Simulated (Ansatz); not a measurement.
```yaml
crystal:
  periodic: [false, false, false]
  atoms:
    - {symbol: N, position_ang: [-1.904353, 4.643846, -3.014102]}
    - {symbol: C, position_ang: [-0.033190, 2.749241, -2.312651]}
    - {symbol: Cl, position_ang: [3.670065, 3.874295, -2.066275]}
    - {symbol: Si, position_ang: [-0.487872, -1.286098, -1.345622]}
    - {symbol: Si, position_ang: [1.080898, -2.078484, 3.494070]}
    - {symbol: H, position_ang: [-3.958901, 3.744502, -3.083212]}
    - {symbol: H, position_ang: [1.264665, -3.039452, -3.473604]}
    - {symbol: H, position_ang: [-3.672007, -1.962027, -1.720888]}
    - {symbol: H, position_ang: [-0.455495, 0.012870, 5.482806]}
    - {symbol: H, position_ang: [4.309255, -1.643535, 3.713865]}
    - {symbol: H, position_ang: [0.331035, -5.140340, 4.370930]}
basis:
  gaussian: {orbitals: aug-pcseg-2}
hamiltonian: {xc: {name: r2SCAN}}
correlation: {method: rpa}
accuracy: high
scf: {lower_state_search: off}
```

```sh
$ ansatz run in.yaml --threads 4 --pin off --events-out ev --progress --plain --max-ram 10444MiB
```

Output, abridged:

```
Functional definition: r2SCAN
5987 factors; integrals over basis functions are off by at most 9.9e-8 eV
mean field evaluation 1: about -30798.1806 eV, gradient 1.2e2 eV
mean field evaluation 2: about -30798.1754 eV, gradient 1.2e2 eV
mean field evaluation 4: about -30653.7877 eV, gradient 1.6e2 eV
mean field evaluation 8: about -30853.0491 eV, gradient 2.1e1 eV
mean field evaluation 16: about -30858.2588 eV, gradient 1.1e0 eV
mean field evaluation 32: about -30858.2862 eV, gradient 2.9e-2 eV
mean field -30858.28624284 eV, -1134.0211029268 hartree, gradient 3.0e-8 eV, S^2 0.000000; 0 other end points of the search recorded, 0 dependent functions left out
17 core orbitals not correlated: weight in the atoms' cores, before any rotation towards them, 1.000 or more for the frozen orbitals, at most 0.000 for the correlated occupied ones
reference -30779.53780906 eV, -1131.1271513628 hartree; 15, 15 occupied and 348, 348 virtual orbitals, 5987 factors
Error: the energy between an occupied orbital and the lowest state that it is excited into in its spin channel is -0.1663 eV and must be positive: a state without a gap has no random-phase energy
```

Problem. What is wrong with this run?

Solution. The geometry is stretched to more than twice its size. The run stopped with an error.
